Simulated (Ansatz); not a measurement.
Consider the formal exchange of groups at the In–Se bond: `C[Se][InH2]` + `BC` → `C[BH][InH2]` + `C[SeH]`.

Calculated with Ansatz (gas phase, PBE0-D4/def2-TZVP geometries, no zero-point term in ΔE). CBS: MP2 limit from def2 TZ/QZ plus the TZ coupled-cluster correction, frozen cores. This one scheme is used for every species. DFT in def2-TZVPP. def2 core potentials past Kr. For In, Se outer-core shells are correlated without core-valence functions, which leaves a few kJ/mol of doubt a bond. Scalar relativity is left out up to krypton.

| level | ΔE (eV) |
| --- | --- |
| ωB97X-V | 1.30 |
| ωB97M-V | 1.31 |

Q: What does CCSD(T)/CBS give? (Best estimate.)

A: The calculation gave: +1.36 eV. The listed levels differ from it by -0.06, -0.05 eV.

Largest T1 diagnostic among the species: 0.014.

At CCSD(T), def2-SVP lies −0.05 eV from the extrapolated value and def2-TZVPP −0.08 eV. From BLYP to BHLYP (50 % exact exchange), in def2-TZVPP and without D4, ΔE moves by +0.08 eV. Leaving LDA and LC-ωPBE aside and taking each functional with its dispersion term where it has one, the values, not all of them listed here, spread over 0.16 eV, from revPBE-D4 to BHLYP-D4. LDA lies −0.03 eV from PBE without D4.
